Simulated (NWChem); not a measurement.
System: MnCl2, sextet; SMILES [Cl][Mn][Cl]

B3LYP is NWChem's, with the RPA form of VWN correlation.

Problem. Give the equilibrium geometry at B3LYP/6-31G* (spherical d), spin-unrestricted (NWChem) as an XYZ file, with the point group.

Solution. point group C*v; any orientation.
```
3

Mn     0.0000     0.0000     0.0117
Cl     2.1914     0.0000    -0.0096
Cl    -2.1914     0.0000    -0.0096
```
